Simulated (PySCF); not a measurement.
As₂, charge +1, doublet, geometry from GFN2-xTB (a state made from the parent by changing its charge; the spin is typed, not shown lowest). Base run: PBE0/def2-SVP (PySCF).

Input for PySCF:
```python
from pyscf import gto, scf, dft

mol = gto.M(
    atom='''
As   -0.00000000   -0.00000000   -1.09007048
As    0.00000000    0.00000000    1.09007048
''',
    basis='def2-svp',
    charge=1,
    spin=1,
    verbose=4,
)

mf = dft.UKS(mol)
mf.xc = 'pbe0'
mf.kernel()
```

The base run was repeated with changes; each row names its change, and settings that it needs were set with it.

```tsv
change	ΔE vs base (mEh)	fitting functions
base	0.000	-
auxbasis = def2-universal-jkfit	-0.030	532
auxbasis = def2-tzvp-ri	-14210.0	318
auxbasis = cc-pvtz-jkfit	-0.081	414
auxbasis = def2-svp-ri	-13699.7	254
auxbasis = default (with mf = mf.density_fit())	-0.030	532
auxbasis = def2-universal-jfit	11379.8	116
auxbasis = even-tempered beta=2.0	-0.119	610
auxbasis = even-tempered beta=3.0	-4.275	398
only_dfj = on; auxbasis = def2-universal-jfit	-0.211	116
```

A fitting set is made for a task (jfit for Coulomb, jkfit for Coulomb and exchange, ri for correlation) and for a family of orbital bases.

Open shells are given as the SCF converged; they aren't shown to be the lowest states, and a large step between rows can be another state.
